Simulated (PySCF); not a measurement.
**Polarisability and C₆ of Tc⁻ (technetium, charge -1)**

[Kr] 4d6 5s2, high-spin 5D determinant. Computed with PySCF 2.14 in aug-cc-pVTZ-PP with one added diffuse shell each of s, p, d, f, g type with ECP28MDF (7s7p6d4f3g, 113 functions), with scalar relativity through the core potential. Coupled (time-dependent) response in atomic units; α is the mean over directions.

```json
{"method": "LC-wPBE", "mean α (bohr³)": "1361", "α xx, yy, zz": "1463, 1463, 1158", "C₆ (like pair)": "29110", "S(−4)": "4759000"}
```

S(−4) is the Cauchy moment in α(ω) = α(0) + S(−4) ω² + …

Spin-orbit coupling is absent.

α(iu) at LC-wPBE:

```csv
u (hartree),α(iu) (bohr³)
0,1361
0.0500,272.4
0.100,131.1
0.200,55.33
0.300,32.36
0.500,16.55
0.750,9.770
1.00,6.681
1.50,3.820
2.00,2.501
3.00,1.309
5.00,0.5337
```

A single London oscillator, α(iu) = α/(1 + u²/ω²), gives C₆ = (3/4) ω α². Matching the computed C₆ needs ω = 4 × 29110 / (3 × 1361²) = 0.0210 hartree.

For an ion, C₆ is the dispersion term alone; charge-induced terms of lower order in 1/R come first.

The components differ because the open shell of this determinant is not spherical; for a pure term their mean is the scalar polarisability.

Energies and moments cover only the electrons outside the core potential. ⟨S²⟩ = 6.11 against 6.00 shows spin contamination.
